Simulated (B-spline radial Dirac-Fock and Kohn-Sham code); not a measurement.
## Zn⁵⁺: eigenvalues, ΔSCF and the reference

System: Zn⁵⁺, 1s2 2s2 2p6 3s2 3p6 3d7.

The density-functional columns are spherical, spin-unpolarised Dirac-Kohn-Sham results without Breit or QED terms: −ε is minus the orbital energy of the initial state and ΔSCF the difference of two total energies. The reference in the last column comes from Dirac-Fock energy differences between relaxed states, corrected for Breit and QED terms. All numbers are from a radial B-spline solver, in eV; a selection of levels is shown. For the 1s level of heavy atoms much of the gap between ΔSCF and the reference is the Breit and QED part, -18.2 eV here; for other levels the error of the functional can be larger.

```
     level  PBE −ε  PBE ΔSCF  LDA −ε  LDA ΔSCF  Dirac-Fock
    K (1s)  9618.7    9807.1  9600.2    9788.0      9771.2
   L1 (2s)  1255.0    1288.8  1252.9    1286.8      1312.7
L2 (2p1/2)  1116.7    1157.0  1116.1    1156.5      1158.1
L3 (2p3/2)  1092.8    1132.4  1092.3    1131.9      1134.7
   M1 (3s)   220.7     235.0   220.1     234.3       246.1
M2 (3p1/2)   176.4     190.4   176.3     190.3       194.8
M3 (3p3/2)   173.1     187.0   173.0     186.9       191.5
 M4,5 (3d)   98.39     111.8   98.71     112.1       109.8
```

Question: Order the estimates of the K (1s) level by their distance from the Dirac-Fock value, nearest first.
A. LDA ΔSCF
B. PBE −ε
C. PBE ΔSCF
D. LDA −ε

Answer: A (16.8 eV), C (35.8 eV), B (152.5 eV), D (171.0 eV).

Values without a named source are computed, but for edge energies of neutral atoms, which are taken from tables.
